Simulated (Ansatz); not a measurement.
Problem. Name a neutral molecule of Al, C, Ge and H with LUMO energy (PBE0/def2-TZVPP) between -1.85 and -1.55 eV and size of the dipole moment (B3LYP/def2-TZVPP) between 0.65 and 0.95 D (Ansatz, PBE0-D4/def2-TZVP geometry).

Solution. `C=[C]([AlH2])[GeH3]` (-1.79 eV, 0.78 D); `[CH]1=[CH][GeH2][AlH]1` (-1.74 eV, 0.74 D). Other molecules can fit too; these were computed, each in one conformer that needn't be the lowest.

B3LYP here is the variant with VWN-RPA as its local correlation; programs differ in this.
